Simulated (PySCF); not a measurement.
# Electron correlation in Ge (germanium, neutral)

[Ar] 3d10 4s2 4p1 4d1, one real determinant (an excited configuration). All numbers are calculated (PySCF 2.14, scalar relativity by spin-free X2C-1e, in x2c-TZVPPall with one added diffuse shell each of s, p, d type (7s6p5d1f, 57 functions)). Frozen: [Ne]; 22 electrons correlated.

| level | correlation energy (mhartree) |
| --- | --- |
| CCSD | -313.14 |
| (T) | -13.01 |
| CCSD(T) | -326.15 |

Diagnostics: T1 = 0.018, D1 = 0.1046, largest double amplitude 0.251.

Task: Is a single reference adequate?

Result: Not fully. The real determinant used has ⟨L²⟩ near 8 against 12 for a pure F term, so it mixes terms. The outer electron is Rydberg-like, and this basis confines it to a smaller radius and binds it less than a complete one would. A double-excitation amplitude exceeds 0.15, a sign of near-degeneracy.

The reference is one real determinant that mixes LS terms of this configuration.

This basis was not built for core-valence correlation, so the inner-shell part is incomplete.
